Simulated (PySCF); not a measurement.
Sb(H)(TeH)2 (H₃SbTe₂), SMILES [TeH][SbH][TeH].

Coordinates come from a PBE0-D3(BJ)/def2-SVP optimisation. The structure was generated by enumeration; whether it is a known compound was not checked. The def2 effective core potentials stand for the cores of Sb, Te; spin–orbit coupling is left out.

Calculation: PBE0-D3(BJ)/def2-SVP run with PySCF 2.14.0.

Frequencies are harmonic and unscaled.

Computed vibrational spectrum:
```
mode  ν (cm⁻¹)  IR (km/mol)  Raman (Å⁴/amu)  depolarisation  moving atoms (share of kinetic energy)
----  --------  -----------  --------------  --------------  --------------------------------------
1           58          0.1             8.7            0.57                        Te 79 %, Sb 21 %
2          111          0.1             7.4            0.75                                  H 99 %
3          160          0.5            14.8            0.67                                  H 97 %
4          184          2.0            19.1            0.12                        Te 52 %, Sb 45 %
5          189         18.0             6.8            0.75                        Sb 56 %, Te 43 %
6          448         11.2            11.4            0.54                                  H 99 %
7          496         14.9             1.6            0.75                                  H 99 %
8          631          1.1            21.0            0.73                                  H 97 %
9          680         10.1            26.7            0.75                                  H 99 %
10        1965         97.8           189.2            0.29                                  H 99 %
11        2142          4.3            97.4            0.75                                  H 99 %
12        2143         80.2           272.9            0.23                                  H 99 %
```
